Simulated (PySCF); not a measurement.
C₆H₅F, SMILES C=C=C(F)C#CC.

Coordinates come from a B3LYP-D3(BJ)/def2-SVP optimisation. The structure was generated by enumeration, and PubChem lists no compound with its InChIKey, so it may never have been made.

Two levels are set side by side: TDA-PBE/def2-SVPD (PySCF) and TDA-M06-2X/def2-SVPD (PySCF). Vertical, same geometry. The lowest singlet is HOMO→LUMO 100 % with PBE and HOMO→LUMO 93 % with the other functional; states are paired by order. Differences are taken from unrounded values.

```json
[
 {"quantity": "lowest singlet excitation (eV)", "TDA-M06-2X": "4.30"},
 {"quantity": "lowest triplet excitation (TDA) (eV)", "TDA-M06-2X": "3.84"},
 {"quantity": "first bright state (f over 0.05) (eV)", "TDA-M06-2X": "5.83"},
 {"quantity": "its oscillator strength", "TDA-M06-2X": "0.19"}
]
```

Q: What does TDA-PBE give, and how far is it from TDA-M06-2X? (Estimate from the structure and the level; the computed values follow.)

A: 
```
quantity                               TDA-PBE  TDA-PBE minus TDA-M06-2X
-------------------------------------  -------  ------------------------
lowest singlet excitation (eV)            3.85                     -0.45
lowest triplet excitation (TDA) (eV)      3.44                     -0.40
first bright state (f over 0.05) (eV)     6.04                      0.21
its oscillator strength                   0.66                      0.47
```

A lower first singlet is the usual sign of a functional without exact exchange. Differences between two approximate levels are no errors against the true value.

Rough cost on one machine, each run with all the roots and properties that it gave: TDA-M06-2X against TDA-PBE about 8 times.
